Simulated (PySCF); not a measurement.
SMILES B(OCC)(N)OCC (C4H12BNO2) (GFN2-xTB optimised geometry):

```
20

B      0.226    -0.584     0.000
O     -0.447     0.612     0.000
C     -1.849     0.705    -0.040
C     -2.252     2.173    -0.087
H     -2.236     0.182    -0.927
H     -2.281     0.227     0.852
H     -1.832     2.644    -0.972
H     -3.335     2.261    -0.115
H     -1.874     2.690     0.791
O      1.593    -0.584     0.000
C      2.329     0.620     0.038
C      2.395     1.205     1.445
H      3.335     0.370    -0.317
H      1.880     1.353    -0.642
H      2.819     0.477     2.132
H      3.013     2.100     1.447
H      1.393     1.460     1.777
N     -0.406    -1.845    -0.015
H     -1.397    -1.990    -0.025
H      0.132    -2.690    -0.022
```

Method: PBE0/def2-SVP in PySCF.

What are the frontier orbital energies and the dipole moment?

HOMO-2 -8.38 eV, HOMO-1 -7.73 eV, HOMO -7.04 eV, LUMO 1.74 eV, LUMO+1 2.34 eV; dipole moment 1.80 D.

Meta-Löwdin charges at PBE0/def2-SVP: B1 0.42, O2 -0.42, C3 0.05, C4 -0.30, H5 0.08, H6 0.08, H7 0.11, H8 0.10, H9 0.11, O10 -0.42, C11 0.05, C12 -0.31, H13 0.10, H14 0.09, H15 0.10, H16 0.10, H17 0.11, N18 -0.48, H19 0.22, H20 0.23.
